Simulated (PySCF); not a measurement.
BLYP on Nb⁻ (niobium, charge -1), [Kr] 4d4 5s2, high-spin 5D determinant. All numbers are calculated (PySCF 2.14, scalar relativity by spin-free X2C-1e, in x2c-TZVPPall with one added diffuse shell each of s, p, d, f type (9s7p7d3f1g, 95 functions)).

```
cycle= 1 E= -3819.48397551806  delta_E= -0.0334  |g|= 0.0795  |ddm|=  1.7
cycle= 2 E= -3819.48291276955  delta_E= 0.00106  |g|= 0.0486  |ddm|= 0.303
cycle= 3 E= -3819.48151365951  delta_E= 0.0014  |g|= 0.0756  |ddm|= 0.317
cycle= 4 E= -3819.48550040346  delta_E= -0.00399  |g|= 0.00454  |ddm|= 0.132
cycle= 5 E= -3819.48552846057  delta_E= -2.81e-05  |g|= 0.000925  |ddm|= 0.0193
cycle= 6 E= -3819.48552946455  delta_E= -1e-06  |g|= 1.69e-05  |ddm|= 0.00346
cycle= 7 E= -3819.48552946547  delta_E= -9.2e-10  |g|= 2.96e-06  |ddm|= 0.000138
converged SCF energy = -3819.48552946547  <S^2> = 6.0295366  2S+1 = 5.0118007
```

Highest occupied orbital energy: 1.671 eV; ⟨L²⟩ = 6.06; populations by l: s 9.99, p 18.00, d 14.01, f 0.00.

(1) Can this result be used?

Answers

(1) With care. Self-consistency was reached. At BLYP the highest occupied level has a positive energy, so only the finite basis holds that electron; in a semilocal or global hybrid functional this comes from self-interaction and does not mean that the real anion is unbound.
